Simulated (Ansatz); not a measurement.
A nudged elastic band was laid between two geometries of CH3LiNTe (7 atoms, charge 1, multiplicity 1).

Level of theory: RKS PBE/def2-SVP (Ansatz 0.2.0).

| Quantity | Value |
| --- | --- |
| movable images | 5 |
| climbing image | yes |
| spring | 5.0 eV/Å² |
| optimiser | quadratic models (default) |
| start path | through a guess of the saddle point |
| force threshold | 0.05 eV/Å |
| iteration limit | 60 |
| end points | relaxed |

First end point:

```xyz
7
Properties=species:S:1:pos:R:3
Li -0.304 -3.418 0.586
C -0.289 -1.405 0.367
Te 0.856 -0.267 -0.745
N 0.487 1.679 -0.285
H -1.008 -0.804 0.973
H 0.682 2.339 -1.050
H -0.423 1.876 0.154
```

Last end point:

```xyz
7
Properties=species:S:1:pos:R:3
Li -0.288 -3.415 0.607
C -0.286 -1.404 0.372
Te 0.982 -0.249 -0.576
N 0.237 1.642 -0.618
H -1.133 -0.823 0.809
H -0.465 1.871 0.099
H 0.953 2.378 -0.692
```

Question: Which bonds break or form, and what moves?

Answer: No bond is made or broken. The dihedral C2–Te3–N4–H7 goes from -22 to 154°. The two ends are copies of one structure, up to a mirror image or an exchange of like atoms.

Question: What energy profile does the band end with?

Answer: The run converged. The highest image is number 3 of 0 to 6, 0.167 eV above the ends, which have the same energy within 2 meV. A vibrational analysis at the climbing image gives one clearly imaginary mode, 254i cm⁻¹: a first-order saddle point. Limits of this set-up: the dipole of an ion depends on the origin.

| image | path coordinate (Å) | energy (eV) | dihedral C2–Te3–N4–H7 (°) |
| --- | --- | --- | --- |
| 0 | 0.00 | 0.000 | -22 |
| 1 | 0.53 | 0.031 | 4 |
| 2 | 1.06 | 0.114 | 30 |
| 3 | 1.59 | 0.167 | 59 |
| 4 | 2.12 | 0.114 | 92 |
| 5 | 2.65 | 0.031 | 124 |
| 6 | 3.18 | 0.000 | 154 |

Question: What is the geometry of the highest image?

Answer: 
```xyz
7
Properties=species:S:1:pos:R:3:forces:R:3
Li -0.356 -3.401 0.590 0.00 0.00 0.00
C -0.301 -1.377 0.293 0.00 0.00 0.00
Te 1.160 -0.214 -0.371 0.00 0.00 0.00
N 0.601 1.773 -0.451 0.00 0.00 0.00
H -1.211 -0.771 0.523 0.00 0.00 0.00
H -0.216 1.888 -1.073 0.00 0.00 0.00
H 0.324 2.103 0.488 0.00 0.00 0.00
```

Question: What are the harmonic wavenumbers there?

Answer: 254i, 117, 155, 243, 492, 495, 685, 718, 749, 899, 907, 1473, 3002, 3373, 3482 cm⁻¹.

Time of the run: 94 s on 1 thread of Intel(R) Xeon(R) Platinum 8375C CPU @ 2.90GHz (Ice Lake) (shared host), peak memory 0.13 GiB.
